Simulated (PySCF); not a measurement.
Correlation energy of Tc (technetium, neutral)

[Kr] 4d4 5s2 6s1, high-spin 6D determinant (an excited configuration). Computed with PySCF 2.14 in x2c-TZVPPall with one added diffuse shell each of s, p, d, f type (9s7p7d3f1g, 95 functions), with the spin-free X2C one-electron Hamiltonian (Gaussian nucleus). Frozen: [Ar] 3d10; 15 electrons correlated.

MP2 pair energies summed by pair of shells (mhartree):

| pair | energy | share (%) |
| --- | --- | --- |
| 4p-4d | -126.48 | 31.7 |
| 4p-4p | -84.73 | 21.2 |
| 4d-5s | -40.55 | 10.2 |
| 4d-4d | -35.35 | 8.9 |
| 4s-4p | -30.25 | 7.6 |
| 4p-5s | -29.20 | 7.3 |
| 5s-5s | -21.25 | 5.3 |
| 4s-4d | -15.66 | 3.9 |
| 5s-6s | -5.68 | 1.4 |
| 4s-4s | -5.04 | 1.3 |
| 4s-5s | -1.87 | 0.5 |
| 4d-6s | -1.60 | 0.4 |
| 4p-6s | -1.24 | 0.3 |
| 4s-6s | -0.07 | 0.0 |

Total MP2 correlation energy: -398.97 mhartree.

Same-spin part -130.86 and opposite-spin part -268.11 mhartree; SCS-MP2 scales them by 1/3 and 6/5 to -365.35 mhartree.

This basis was not built for core-valence correlation, so the inner-shell part is incomplete.
